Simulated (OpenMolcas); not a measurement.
InN2H5 (SMILES [NH2][InH][NH2]): the vertical energy of the triplet above the singlet from total energies

InN2H5 has 8 atoms, charge 0, and is taken as a singlet. As SMILES, `[NH2][InH][NH2]`. Geometry: relaxed at PBE0-D4/def2-TZVP.

Both states at this one shape; open shells run unrestricted unless said. 1 Eh = 27.2114 eV.

```
                                                                            level     program  singlet InN2H5 (Eh)  triplet InN2H5 (Eh)
                                                     HF/def2-SVP (core potential)  OpenMolcas          -300.915977          -300.732708
                                                  B3LYP/def2-SVP (core potential)  OpenMolcas          -302.612632          -302.443757
                                                   PBE0/def2-SVP (core potential)  OpenMolcas          -302.413842          -302.238204
CCSD(T)/def2-SVP (core potential), open shells restricted, 6 core orbitals frozen  OpenMolcas          -301.404303          -301.222978
```

Q: Work out the vertical gap, second state less first, at each level.

A: 
1. HF/def2-SVP (core potential): -300.732708 − (-300.915977) = 0.183269 Eh = 4.99 eV.
2. B3LYP/def2-SVP (core potential): -302.443757 − (-302.612632) = 0.168875 Eh = 4.60 eV.
3. PBE0/def2-SVP (core potential): -302.238204 − (-302.413842) = 0.175638 Eh = 4.78 eV.
4. CCSD(T)/def2-SVP (core potential), open shells restricted: -301.222978 − (-301.404303) = 0.181325 Eh = 4.93 eV.

No measured value is set beside it here; the levels span 4.60 to 4.99 eV. Spin-orbit coupling, which splits open shells on such heavy atoms by tenths of an eV, is left out.
